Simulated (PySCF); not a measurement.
Species: cyclo-(H2SiO)4.
Structure used (PBE0-D3(BJ)/def2-SVP), in Å, numbered top down from 1:
```xyz
16
H8O4Si4 angstrom
Si     0.215   -0.928    2.028
H      0.558   -2.363    1.837
H      0.095   -0.580    3.466
O     -1.230   -0.628    1.293
Si    -2.247   -0.140    0.092
H     -3.267   -1.197   -0.125
H     -2.871    1.151    0.486
O     -1.413    0.085   -1.313
Si    -0.043    0.203   -2.222
H     -0.237    1.283   -3.223
H      0.219   -1.107   -2.875
O      1.250    0.584   -1.273
Si     2.069    0.864    0.128
H      1.985    2.312    0.458
H      3.476    0.426   -0.056
O      1.407    0.001    1.367
```

The closed-shell ground state was solved at several levels (PySCF, density fitting, gas phase, non-relativistic).

```
              level  basis functions  HOMO (eV)  LUMO (eV)  gap (eV)  dipole (D)
     B3LYP/pcSseg-1              204      -8.21       0.54      8.75        0.06
CAM-B3LYP/def2-SVPD              252      -9.77       0.83     10.60        0.06
```

**Question.** What might PBE0/pcSseg-1 (204 basis functions) give for the same quantities?

**Answer.** HOMO -8.41 eV, LUMO 0.72 eV, gap 9.13 eV, dipole 0.06 D.

**Question.** Over all these levels, which gives the widest orbital gap and which the narrowest?

**Answer.** CAM-B3LYP/def2-SVPD (range-separated hybrid) has the widest, 10.60 eV, and B3LYP/pcSseg-1 (global hybrid, 20 % exact exchange) the narrowest, 8.75 eV. Functional and basis both differ between the two, so the spread mixes both effects.

**Question.** How far do the dipole and the HOMO energy spread over the levels?

**Answer.** The dipole runs from 0.06 to 0.06 D (mean 0.06 D) and the HOMO from -9.77 to -8.21 eV.

One conformer stands for the species.
